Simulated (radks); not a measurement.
Values are calculated unless marked as measured or tabulated.
Ionisation of Rh+, [Kr] 4d8, to Rh2+, [Kr] 4d7, under several functionals. Scalar-relativistic Kohn-Sham, spin-polarised, spherical densities, finite nucleus; open shells are filled with parallel spins first (spin-orbit coupling, left out, can overturn this in heavy ions); a radial shooting solver on a logarithmic mesh with Libxc functionals. Known Delta-SCF values: LDA (Slater exchange, VWN5 correlation) 18.884 eV; r2SCAN 18.239 eV; XLYP 18.535 eV. What does OLYP give, and what is its highest occupied eigenvalue?

Answer. 18.415 eV by Delta-SCF; the 4d eigenvalue is -12.704 eV. NIST: 18.080 eV (semi-empirical).
